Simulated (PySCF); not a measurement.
N-methylpyridinium, C6H8N (charge +1).
Structure used (PBE0-D3(BJ)/def2-SVP), in Å, numbered top down from 1:
```xyz
15
C6H8N angstrom
C      2.0293   -0.2143    0.0696
N      0.5732   -0.0275    0.1169
C     -0.2262   -1.1147    0.1394
C     -1.5998   -0.9820    0.2129
C     -2.1577    0.2958    0.2629
C     -1.3160    1.4061    0.2386
C      0.0522    1.2144    0.1647
H      2.3876   -0.5448    1.0544
H      2.2756   -0.9676   -0.6887
H      2.5080    0.7344   -0.1952
H      0.2716   -2.0852    0.0969
H     -2.2217   -1.8785    0.2277
H     -3.2411    0.4240    0.3191
H     -1.7095    2.4232    0.2742
H      0.7617    2.0431    0.1418
```

NICS is the negative of the GIAO shielding at a point without a nucleus: at the ring centre (0) and 1 Å above and below it (1); zz is the component along the ring normal. Level: GIAO B97-2/pcSseg-2 (PySCF, non-relativistic, gas phase) on the PBE0-D3(BJ)/def2-SVP geometry, one conformer.

Ring bond lengths (Å): N2–C3 1.350, C3–C4 1.382, C4–C5 1.395, C5–C6 1.394, C6–C7 1.384, C7–N2 1.348.

**Question.** Give the NICS values of each ring in ppm.

**Answer.** 
| ring | type | NICS(0) | NICS(1), two faces | NICS(1)zz, two faces | rms pucker (Å) | centre to ring atoms, mean (Å) |
| --- | --- | --- | --- | --- | --- | --- |
| N2–C3–C4–C5–C6–C7 | 6-membered ring with N; formal bonds all aromatic | -8.3 | -9.9 / -9.8 | -27.4 / -27.2 | 0.00 | 1.38 |

**Question.** What can be read from them?

**Answer.** 
- N2–C3–C4–C5–C6–C7: mean NICS(1)zz -27.3 ppm, shielded, aromatic by this magnetic criterion (flat ring, no four-coordinate atom).

**Question.** How equal are the bonds by HOMA? HOMA takes Krygowski's 1993 parameters.

**Answer.** 
- N2–C3–C4–C5–C6–C7: HOMA 0.99; the largest term is that of N2–C3, α(R − Ropt)² = 0.02. The geometric and the magnetic index point the same way.

**Question.** What is the mean of the two in-plane components of NICS at the second NICS(1) probe listed for ring N2–C3–C4–C5–C6–C7, 1 Å off the ring?

**Answer.** The isotropic value is a third of the trace: (3 × -9.8 − (-27.2))/2 = -1.1 ppm.

**Question.** How do the values depend on the level or the medium?

**Answer.** 
| level | NICS(0), N2–C3–C4–C5–C6–C7 | mean NICS(1)zz, N2–C3–C4–C5–C6–C7 |
| --- | --- | --- |
| B97-2/pcSseg-2, gas | -8.3 | -27.3 |
| PBE0/pcSseg-1, gas | -8.3 | -27.1 |

The geometry is the same throughout.
